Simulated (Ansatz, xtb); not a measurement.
# A geometry optimisation of C4H6AlNO with r2SCAN-D4/def2-SVP

The starting geometry of this gas-phase singlet was built from a drawn formula by distance geometry and a force field; its bonds are those of `[CH3][Al]([C]#N)[CH2]C=O`.

```xyz
13

C    -1.3654   -2.3894    0.9414
C    -0.6906    0.6297   -0.4413
C     1.1666   -0.5021    2.1947
C     0.6550   -0.5075    3.6232
Al   -0.3088   -0.7362    0.8801
N    -0.9576    1.4911   -1.1576
O     0.2256   -1.5011    4.1104
H    -0.6918   -3.2659    0.7908
H    -1.8824   -2.5040    1.9039
H    -2.1480   -2.4061    0.1451
H     1.9621   -1.2454    2.1094
H     1.6439    0.5298    1.9790
H     0.6130    0.4119    4.1832
```

Task: Where would you expect an optimisation with r2SCAN-D4/def2-SVP to take it?

Result: It keeps its bonds, and is `[CH3][Al]([C]#N)[CH2]C=O`.

The energy falls by 0.31 eV over 50 steps:

| step | E − E(last) (eV) |
| --- | --- |
| 1 | 0.310 |
| 6 | 0.030 |
| 12 | 0.020 |
| 17 | 0.018 |
| 23 | 0.014 |
| 28 | 0.009 |
| 34 | 0.002 |
| 39 | 0.000 |
| 45 | 0.000 |
| 50 | 0.000 |

Final geometry (Å):

```yaml
atoms:
  - { symbol: C, position_ang: [-1.4961, -2.2473, 1.0936] }
  - { symbol: C, position_ang: [-0.1789, 0.2382, -0.7584] }
  - { symbol: C, position_ang: [0.9370, -0.0894, 2.3110] }
  - { symbol: C, position_ang: [0.6801, -0.7911, 3.5940] }
  - { symbol: Al, position_ang: [-0.2848, -0.7537, 0.9163] }
  - { symbol: N, position_ang: [-0.1154, 0.8404, -1.7564] }
  - { symbol: O, position_ang: [0.9042, -1.9676, 3.7861] }
  - { symbol: H, position_ang: [-1.5057, -2.8829, 0.1928] }
  - { symbol: H, position_ang: [-1.2384, -2.8746, 1.9619] }
  - { symbol: H, position_ang: [-2.5335, -1.8939, 1.2357] }
  - { symbol: H, position_ang: [1.9119, -0.4201, 1.8979] }
  - { symbol: H, position_ang: [0.9389, 1.0096, 2.3903] }
  - { symbol: H, position_ang: [0.2023, -0.1629, 4.3974] }
```

From the same start GFN2-xTB ends elsewhere, differing in C3–Al5 (3.86 against 1.97 Å here), Al5–O7 (1.65 against 3.34 Å here).

The end wasn't checked by frequencies. Run with Ansatz 0.2.0, 7 min on 2 threads of AMD EPYC (Zen 3) (shared host).
